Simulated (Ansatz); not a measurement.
`O=[C]1[CH2][AlH]1` and `O=[C]1[CH2][Al]1[OH]` differ in one atom or group.

Ansatz, PBE0-D4/def2-TZVP geometries, multiplicity 1. Each molecule was computed in one conformer, which needn't be the lowest.

```json
{"property": "HOMO energy (PBE0/def2-TZVPP) / eV", "`O=[C]1[CH2][AlH]1`": "-5.91"}
{"property": "size of the dipole moment (B3LYP/def2-TZVPP) / D", "`O=[C]1[CH2][AlH]1`": "3.40"}
{"property": "HOMO–LUMO gap (PBE0/def2-TZVPP) / eV", "`O=[C]1[CH2][AlH]1`": "3.98"}
{"property": "ideal-gas entropy at 298 K and 1 bar (rigid rotor, harmonic PBE0-D4/def2-TZVP) / J/(mol·K)", "`O=[C]1[CH2][AlH]1`": "295"}
{"property": "size of the dipole moment (PBE/def2-TZVPP) / D", "`O=[C]1[CH2][AlH]1`": "3.03"}
{"property": "size of the dipole moment (ωB97M-V/def2-TZVPP) / D", "`O=[C]1[CH2][AlH]1`": "3.61"}
```

Task: Give the same properties after the change, and the shifts. (An estimate is asked.)

Result: Ansatz gave: 
```
                                                                                  property  `O=[C]1[CH2][Al]1[OH]`  shift
                                                        HOMO energy (PBE0/def2-TZVPP) / eV                   -6.02  -0.11
                                          size of the dipole moment (B3LYP/def2-TZVPP) / D                    3.26  -0.14
                                                      HOMO–LUMO gap (PBE0/def2-TZVPP) / eV                    4.51   0.53
ideal-gas entropy at 298 K and 1 bar (rigid rotor, harmonic PBE0-D4/def2-TZVP) / J/(mol·K)                     329     34
                                            size of the dipole moment (PBE/def2-TZVPP) / D                    2.87  -0.16
                                        size of the dipole moment (ωB97M-V/def2-TZVPP) / D                    3.52  -0.09
```

With PBE0 the HOMO falls by 0.11 eV and the LUMO rises by 0.42 eV, so the gap widens by about 0.53 eV. PBE moves the HOMO by -0.11 eV and ωB97M-V by -0.12 eV. The zero-point energy changes by 19.8 kJ/mol with +3 modes. Dipoles are sizes alone; their direction can turn.

B3LYP here is the variant with VWN-RPA as its local correlation; programs differ in this.
